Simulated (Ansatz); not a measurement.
One change: `FCC(F)(F)C(F)(F)C(F)F` becomes `FC(F)C(F)(F)F`.

Ansatz, PBE0-D4/def2-TZVP geometries, multiplicity 1. Each molecule was computed in one conformer, which needn't be the lowest.

| property | `FCC(F)(F)C(F)(F)C(F)F` |
| --- | --- |
| size of the dipole moment (PBE/def2-TZVPP) / D | 1.36 |
| LUMO energy (ωB97M-V/def2-TZVPP) / eV | 2.72 |
| HOMO–LUMO gap (B3LYP/def2-TZVPP) / eV | 10.10 |
| size of the dipole moment (ωB97M-V/def2-TZVPP) / D | 1.48 |
| size of the dipole moment (B3LYP/def2-TZVPP) / D | 1.48 |
| ideal-gas entropy at 298 K and 1 bar (rigid rotor, harmonic PBE0-D4/def2-TZVP) / J/(mol·K) | 428 |

What does the change do to each property? (Best estimate.)

The calculation gave: 
```
                                                                                  property  `FC(F)C(F)(F)F`  shift
                                            size of the dipole moment (PBE/def2-TZVPP) / D             1.36   0.00
                                                     LUMO energy (ωB97M-V/def2-TZVPP) / eV             3.04   0.32
                                                     HOMO–LUMO gap (B3LYP/def2-TZVPP) / eV            11.37   1.27
                                        size of the dipole moment (ωB97M-V/def2-TZVPP) / D             1.49   0.01
                                          size of the dipole moment (B3LYP/def2-TZVPP) / D             1.49   0.01
ideal-gas entropy at 298 K and 1 bar (rigid rotor, harmonic PBE0-D4/def2-TZVP) / J/(mol·K)              333    -95
```

With PBE0 the HOMO falls by 0.57 eV and the LUMO rises by 0.79 eV, so the gap widens by about 1.36 eV. PBE moves the HOMO by -0.51 eV and ωB97M-V by -0.59 eV. The zero-point energy changes by -107.8 kJ/mol with -18 modes. Dipoles are sizes alone; their direction can turn. Modes under 60 cm⁻¹, often nearly free rotors, make the harmonic entropy too high.

B3LYP here is the variant with VWN-RPA as its local correlation; programs differ in this.
